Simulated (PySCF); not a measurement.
Te(H)(SMe) (CH₄STe), SMILES CS[TeH]. Coordinates come from a B3LYP-D3(BJ)/def2-SVP optimisation. The def2 effective core potentials stand for the cores of Te; spin–orbit coupling is left out.

Method: B3LYP-D3(BJ)/def2-SVP (PySCF 2.14.0).

Harmonic wavenumbers (cm⁻¹): 158, 192, 232, 343, 632, 691, 960, 962, 1327, 1435, 1454, 2050, 3036, 3138, 3156. Rotational constants (GHz): 14.82, 1.990, 1.810; symmetry number 1.

**Question.** Work out the zero-point energy and the ideal-gas rigid-rotor harmonic-oscillator thermochemistry at 298.15 K and 1 atm.

**Answer.** ZPE = ½ Σ hcν = ½ × 19764 cm⁻¹ = 28.25 kcal/mol. H − E(el) = 32.16 kcal/mol. Entropy in cal/(mol K): translation 41.40, rotation 26.20, vibration 8.84, total 76.44. G − E(el) = 9.37 kcal/mol. Cp = 18.06 cal/(mol K).
